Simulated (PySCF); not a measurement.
C₂H₃O₂, SMILES CC([O])=O (connectivity only; charge and spin as stated), charge -1, multiplicity 1. Atoms are numbered in the order given.

```xyz
7

C     -1.3290    -0.2733    -0.0168
C      0.2051     0.0362    -0.0012
O      0.9806    -0.9632    -0.0490
O      0.5040     1.2647     0.0668
H     -1.7745     0.0338     0.9527
H     -1.5295    -1.3503    -0.1824
H     -1.8288     0.3275    -0.8044
```
Charge -1, spin multiplicity 1.

Geometry optimised at PBE-D3(BJ)/def2-SVPD. The multiplicity is an assumed one; other spin states were not compared. The isomer is the one that the SMILES or the coordinates give; other isomers of the formula were not compared.

Computed with M06-2X/def2-TZVPD in PySCF.

Mulliken values depend strongly on the basis, most of all with diffuse functions as here. Atomic charges (e):

| atom | IAO | Mulliken |
|---|---|---|
| C1 | … | -0.83 |
| C2 | … | 0.71 |
| O3 | … | -0.76 |
| O4 | … | -0.76 |
| H5 | … | 0.20 |
| H6 | … | 0.23 |
| H7 | … | 0.21 |

Q: What belongs in the gaps? (The exact figures need the calculation; the answer reports its results.)

A: 
- C1, IAO: -0.48
- C2, IAO: 0.54
- O3, IAO: -0.71
- O4, IAO: -0.72
- H5, IAO: 0.12
- H6, IAO: 0.12
- H7, IAO: 0.12
